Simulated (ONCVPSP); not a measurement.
**Ranking ONCV potentials for Rh (Z = 45)**

All share these settings but for the change named:

ONCVPSP 4.0.1 input, shortened (lines: element, Z, core and valence counts, functional; n l f; lmax; l rc ep ncon nbas qcut; lloc lpopt rc5 dvloc0; l nproj debl; icmod fcfact rcfact), BLYP, scalar-relativistic:

```
  Rh 45.00    6    5  -106131      upf
    1    0    2.00
    2    0    2.00
    2    1    6.00
    3    0    2.00
    3    1    6.00
    3    2   10.00
    4    0    2.00
    4    1    6.00
    4    2    8.00
    5    0    0.75
    5    1    0.25
    2
    0    1.40    0.00    4    8    6.90
    1    1.85    0.00    4    7    7.60
    2    1.75    0.00    4    8    9.20
    4    4    1.10    4.00
    0    2    1.10
    1    2    3.10
    2    2    2.50
    0    0.00    0.00
```

Cutoff: the first of the cutoffs (Ha) at which the residual kinetic energy of the hardest occupied pseudo-wave falls to 1 and 0.1 mHa per electron; the density cutoff is not measured.

The base gives 26 Ha.

Of 7 variants that were run, those that failed, showed a ghost or another fault, or gave nearly equal values are left out.

A variant can come out equal or close to the base.

(1) Rank these variants from softest to hardest (loose cutoff).
A. all radii scaled by about 1.04 (s 1.46, p 1.92, d 1.82 bohr); local potential polynomial inside 1.14 bohr (lpopt 4, dvloc0 4 Ha)
B. all radii scaled by about 0.78 (s 1.10, p 1.44, d 1.36 bohr); local potential polynomial inside 0.86 bohr (lpopt 4, dvloc0 4 Ha)
C. all radii scaled by about 1.33 (s 1.86, p 2.46, d 2.32 bohr); local potential polynomial inside 1.46 bohr (lpopt 4, dvloc0 4 Ha)
D. all radii scaled by about 0.89 (s 1.24, p 1.64, d 1.56 bohr); local potential polynomial inside 0.98 bohr (lpopt 4, dvloc0 4 Ha)

## Answers

(1) C (21 Ha), A (26 Ha), D (56 Ha), B (118 Ha).
